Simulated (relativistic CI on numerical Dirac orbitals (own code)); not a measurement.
Radial parameters of Cd XVI

Method of calculation: Dirac-Coulomb-Breit CI, separate exchange-only KLI orbitals for each configuration, model QED (radiative potential, 1s self-energy scaled to tabulated hydrogen-like ionisation energies), unscaled Slater integrals (own radial code, finite nucleus).

Slater integrals F^k, G^k are unscaled and averaged over j, outside the closed core [Ar] 3d10; ζ comes from projecting the Hamiltonian with its Breit term on Σ l·s of the shell.

- 4s²4p³: F^2(4p,4p) = 126220, ζ(4p) = 43168 cm⁻¹; <r>(4p) = 0.8251, <r^2>(4p) = 0.7675 (bohr units).
- 4s4p⁴: F^2(4p,4p) = 126190, G^1(4s,4p) = 166250, ζ(4p) = 43082 cm⁻¹; <r>(4s) = 0.7917, <r^2>(4s) = 0.703, <r>(4p) = 0.8252, <r^2>(4p) = 0.7677 (bohr units).
- 4p⁵: ζ(4p) = 43005 cm⁻¹; <r>(4p) = 0.826, <r^2>(4p) = 0.7694 (bohr units).

Averages of the first 10 configurations, taken without configuration mixing, which lowers the lowest level and can move excited configurations by several eV; other configurations of the list can lie among them:

```
Configuration  Parity  States  Average energy above the lowest level (eV)
       4s²4p³     odd      20                                        11.9
        4s4p⁴    even      30                                        59.9
          4p⁵     odd       6                                       113.5
     4s²4p²4d    even     150                                        82.5
      4s4p³4d     odd     400                                       128.1
     4s²4p²4f     odd     210                                       155.0
      4s4p³4f    even     560                                       200.8
        4p⁴4d    even     150                                       179.3
     4s4p²4d²    even    1350                                       197.9
     4s²4p²5s    even      30                                       169.0
```
